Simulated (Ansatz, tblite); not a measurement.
Removing an electron: cyclo-(Cl2SnNH)3 (Sn₃N₃Cl₆H₃). Total charge 0; singlet. Geometry: PBE-D4/def2-SVP. Ansatz, gas phase; energy differences of separate SCF runs; the oxidised species was run as a doublet alone.

```xyz
15

Sn    0.0541    0.0409    2.0589
Cl   -0.2243    1.2595    4.0487
Cl    0.6994   -2.1463    2.6901
N    -1.7019    0.0813    1.0056
Sn   -1.7603   -0.4404   -0.9740
Cl   -1.7000   -2.7816   -1.3121
Cl   -3.7832    0.3137   -1.9019
N    -0.2126    0.5432   -1.8851
Sn    1.6716    0.5296   -1.0836
Cl    2.9491    2.2096   -2.1156
Cl    2.8156   -1.5102   -1.4417
N     1.4520    0.9876    0.9001
H    -2.4453   -0.4093    1.5281
H    -0.1820    0.3200   -2.8917
H     2.3680    1.0024    1.3742
```

In the def2 sets Sn takes a core potential; there is no spin–orbit coupling. The xTB rows come from tblite. Single mean-field runs in def2-TZVP are fitted with def2-universal-jkfit.

Task: Estimate orbital energies and vertical ionisation energies at: GFN1-xTB; GFN2-xTB; PBE0-D4/def2-TZVP; ωB97M-V/def2-TZVP.

Result: 
| level | −HOMO (eV) | vertical IE (eV) | −LUMO (eV) | HOMO–LUMO gap (eV) |
| --- | --- | --- | --- | --- |
| GFN1-xTB | 12.07 | 13.98 | 10.01 | 2.05 |
| GFN2-xTB | 12.09 | 13.96 | 10.23 | 1.86 |
| PBE0-D4/def2-TZVP | 8.74 | 10.09 | 3.55 | 5.20 |
| ωB97M-V/def2-TZVP | 11.03 | 10.40 | 1.62 | 9.41 |

Relaxing the oxidised species (PBE-D4/def2-SVP) changes its energy by -0.89 eV at PBE0-D4/def2-TZVP, so the adiabatic ionisation energy to this nearest minimum is 9.19 eV.  Run but left out: PBE-D4/def2-TZVP (charge +1 doublet: an occupied level 0.07 eV above an empty one).  Raw xTB energy differences between charge states are shifted by several eV; the methods need an empirical correction for them.
